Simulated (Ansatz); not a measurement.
[(OH)2Al]2NH (Al₂NO₄H₅), relaxed as a singlet with RKS B3LYP-D4/def2-SVP in Ansatz, starting from the GFN2-xTB geometry. Force threshold 0.02 eV/Å.

Start:

| atom | x (Å) | y (Å) | z (Å) |
| --- | --- | --- | --- |
| Al1 | -0.387 | -0.430 | -1.075 |
| O2 | -0.244 | 0.581 | -2.371 |
| O3 | -0.210 | -2.046 | -1.370 |
| N4 | -1.352 | 0.132 | 0.430 |
| Al5 | 0.112 | 0.528 | 1.345 |
| O6 | 1.215 | 0.045 | 0.107 |
| O7 | 0.637 | 1.114 | 2.777 |
| H8 | -0.260 | 1.372 | -2.884 |
| H9 | -0.221 | -2.962 | -1.144 |
| H10 | -2.317 | 0.245 | 0.689 |
| H11 | 2.138 | -0.037 | -0.123 |
| H12 | 0.890 | 1.457 | 3.619 |

Problem. Estimate the energy that the relaxation releases and the steps that it takes.

Solution. 9.3 kcal/mol, in 10 steps; 25 s on 2 threads of AMD EPYC 7R13 on a shared host. No frequencies were taken in this run, so the end may be a saddle point.

Problem. Does the start keep its bonding and symmetry?

Solution. By distances, no bond broke or formed. The bond that changes most is Al1–O2, from 1.65 to 1.72 Å (atoms count from 1). Point group Cs at the start, Cs at the end, both within 0.05 Å.

Problem. Predict the relaxed structure.

Solution. 
```tsv
atom	x (Å)	y (Å)	z (Å)
Al1	-0.256	-0.444	-1.114
O2	-0.182	0.529	-2.531
O3	-0.156	-2.123	-1.478
N4	-1.196	0.143	0.395
Al5	0.204	0.537	1.351
O6	1.285	0.031	0.039
O7	0.864	1.113	2.790
H8	-0.544	1.417	-2.565
H9	-0.507	-2.796	-0.891
H10	-2.194	0.189	0.547
H11	2.227	-0.024	-0.141
H12	0.454	1.428	3.598
```
Bond lengths (bridged metal pairs left out): 5 × Al–O 1.68 to 1.98 Å; 2 × Al–N 1.74 to 1.87 Å; 4 × H–O 0.96 Å; 1 × H–N 1.01 Å.
